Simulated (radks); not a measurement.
Problem. The mean radii <r> (bohr) of the occupied orbitals of an atom or ion are listed with their occupations. Method: Dirac Kohn-Sham, PBEsol, spin-unpolarised, spherical densities, finite nucleus; Fermi nuclear charge, rms radius of each element as measured or else 0.836 A^(1/3) + 0.57 fm; computed with a radial shooting solver on a logarithmic mesh with Libxc functionals.

orbital  occ.      <r>
1s1/2       2  0.03611
2s1/2       2   0.1578
2p1/2       2   0.1346
2p3/2       4   0.1391
3s1/2       2   0.4434
3p1/2       2   0.4388
3p3/2       4   0.4494
3d3/2       4   0.4311
3d5/2       6   0.4346
4s1/2       2    1.159
4p1/2       2    1.283
4p3/2       4    1.315
5s1/2       1    3.710
4d3/2       4    2.205

Name the element and its charge. Open shells, if any, fill j = l - 1/2 first.

Solution. Z = 41, niobium, charge 0: Nb in [Kr] 4d4 5s1. The 1s radius gives Z: for a bare nucleus <r> = (2 gamma + 1)/(2Z) with gamma = sqrt(1 - (Z/c)^2), 0.03547 bohr for Z = 41, and screening makes it slightly larger (0.03611 here). The occupations add up to 41, and the charge is Z minus that.
